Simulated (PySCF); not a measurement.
Trisilylamine, SMILES [SiH3]N([SiH3])[SiH3] at its B3LYP/def2-SVP optimised geometry (Å):

```
13

Si    -0.1602    -2.5637     2.1012
N     -1.0661    -1.1937     1.4514
Si    -2.6547    -0.7998     2.1156
Si    -0.4894    -0.3688     0.0000
H     -0.4335    -2.6785     3.5620
H     -0.5382    -3.8589     1.4567
H      1.2948    -2.3396     1.8684
H     -2.6544    -1.0804     3.5795
H     -2.9393     0.6426     1.8710
H     -3.7522    -1.6011     1.4917
H     -0.9517    -1.0310    -1.2586
H     -1.0011     1.0310     0.0000
H      1.0011    -0.3688     0.0000
```

Level of theory: B3LYP/def2-TZVP (PySCF). Cells within 0.4 Å of a nucleus heavier than hydrogen are left out (blank, or x).

Map of the Laplacian of the electron density (e/bohr⁵), clipped to [-1.50, 1.50] on the plane z = 1.5 Å:

```
|44444444444444444444444444444|
|44444444444444444444444444444|
|44444444444444444444444444444|
|44444444444444444444444444444|
|44444444444444444444444444444|
|44444444444444444444444444444|
|44444444444444444444444444444|
|44444444444444444444444444444|
|44444444444444444444444444444|
|44444444444444444444444444444|
|44444444444444444444444444444|
|44444444444444444444444444444|
|44444444444444444444444444444|
|44444444444444444444444444444|
|44444444444444444444444444444|
|44444445555554444444444444444|
|44576545555555444444444444444|
|44699644421355544444444444444|
|445885441xxx45544444444444444|
|334554440xxx45544444444444444|
|134444553xx045544444444444444|
|24444455543344444444444444444|
|44444445554445544444444444444|
|44444444554457754444444444444|
|44444444444579964444444444444|
|44444444444469954444444444444|
|44444444444445544444444444444|
|44444444444434444444444444444|
|44444444444323444444444444444|
```
Scale: ten equal steps from -1.33 (start of '0') to 1.50 (end of '9'), in the order '0123456789'; x runs from -3.50 to 3.50, y from -3.50 (bottom) to 3.50 (top).
